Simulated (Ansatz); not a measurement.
GeH(NMe2)3 (C6H19GeN3). Charge 0, multiplicity 1. Geometry PBE-D4/def2-SVP; atoms count from 1.

```xyz
29

Ge   -0.3532    0.6125   -0.2879
H    -0.9834    1.7904   -1.0901
N     1.4832    0.8198   -0.4521
C     2.3645   -0.1819    0.1115
C     2.0379    1.5387   -1.5776
H     2.6550   -0.9794   -0.6200
H     1.8796   -0.6766    0.9775
H     3.3122    0.2798    0.4783
H     1.3092    2.2793   -1.9668
H     2.9544    2.1023   -1.2798
H     2.3324    0.8757   -2.4320
N    -1.1501   -0.9278   -0.9471
C    -0.7348   -2.2194   -0.4400
C    -1.6676   -0.9550   -2.2974
H    -1.5901   -2.9362   -0.4237
H    -0.3630   -2.1214    0.6002
H     0.0754   -2.6959   -1.0500
H    -1.9589    0.0640   -2.6257
H    -0.9384   -1.3548   -3.0492
H    -2.5790   -1.5964   -2.3637
N    -0.6178    0.4897    1.5354
C    -1.8905    0.0350    2.0570
C     0.1299    1.3377    2.4409
H    -1.7487   -0.6140    2.9540
H    -2.4275   -0.5564    1.2891
H    -2.5578    0.8782    2.3711
H     1.0566    1.6947    1.9496
H    -0.4507    2.2356    2.7747
H     0.4212    0.7818    3.3639
```

Single mean-field runs in def2-TZVP are fitted with def2-universal-jkfit.

Question: Estimate the Mulliken populations from the PBE0/def2-TZVP orbitals of Ansatz.

Answer: 
```csv
atom,charge (e)
Ge1,0.30
H2,0.01
N3,-0.24
C4,-0.30
C5,-0.29
H6,0.11
H7,0.14
H8,0.12
H9,0.13
H10,0.12
H11,0.11
N12,-0.24
C13,-0.30
C14,-0.30
H15,0.12
H16,0.15
H17,0.11
H18,0.13
H19,0.11
H20,0.12
N21,-0.22
C22,-0.30
C23,-0.30
H24,0.12
H25,0.15
H26,0.11
H27,0.15
H28,0.11
H29,0.11
```
Mulliken values depend strongly on the basis.

Question: And the Mayer bond orders between heavy atoms (over 0.3)?

Answer: Ge1–N3 1.03 (1.86 Å); Ge1–N12 1.03 (1.86 Å); Ge1–N21 1.10 (1.85 Å); N3–C4 0.98 (1.45 Å); N3–C5 1.00 (1.45 Å); N12–C13 0.98 (1.45 Å); N12–C14 1.00 (1.45 Å); N21–C22 0.98 (1.45 Å); N21–C23 0.98 (1.45 Å).
